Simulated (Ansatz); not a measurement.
Species: GeH3Br, charge 0, singlet. GeH3Br (bromogermane, SMILES [GeH3][Br]).
B3LYP-D3(BJ)/def2-TZVP minimum from Ansatz (an electronic-structure program):
```xyz
5

Ge    -1.1460     0.0333     0.0073
Br     1.1847    -0.0344    -0.0075
H     -1.5582     1.4647    -0.3541
H     -1.5995    -0.3477     1.4210
H     -1.6334    -0.9778    -1.0364
```
Charge 0, spin multiplicity 1.

Quantity: atomisation energy (electronic, to ground-state atoms), in kJ/mol. Open shells are spin-unrestricted; no spin-orbit coupling. Cores are frozen in correlated methods (noble-gas shells, and filled d and f shells in the p block). No relativity. CBS(X,Y): correlation extrapolated as X^-3, Hartree-Fock from the larger set (Q,5: extrapolated as (X+1)exp(-9√X)). A bracket is a step between two methods taken in the basis named. Double hybrids freeze cores in their MP2 part. Where a partner has so few electrons that a lower coupled-cluster level is exact, that level stands in. Spin-orbit terms, left out, reach several kcal/mol for Br and I, and more for heavier atoms.

CCSD(T)/CBS(cc-pVQZ,cc-pV5Z) + [CCSDT(Q) - CCSD(T)]/cc-pVTZ + [CCSDTQ - CCSDT(Q)]/cc-pVDZ (Ansatz) gives 1235.3 kJ/mol.

Question: How far off this value is PBE/def2-TZVPD (Ansatz), in which direction, and how far these levels: r2SCAN/def2-TZVPD, B3LYP/def2-TZVPD, PBE0/def2-TZVPD, B2PLYP/def2-TZVPD, CCSD(T)/CBS(cc-pVQZ,cc-pV5Z)?

Answer: PBE gives 1208.3 kJ/mol, 27.0 kJ/mol below it. Differences of the others: r2SCAN/def2-TZVPD (Ansatz) 2.5; B3LYP/def2-TZVPD (Ansatz) -27.9; PBE0/def2-TZVPD (Ansatz) -26.4; B2PLYP/def2-TZVPD (Ansatz) -34.5; CCSD(T)/CBS(cc-pVQZ,cc-pV5Z) (Ansatz) -0.4 kJ/mol.
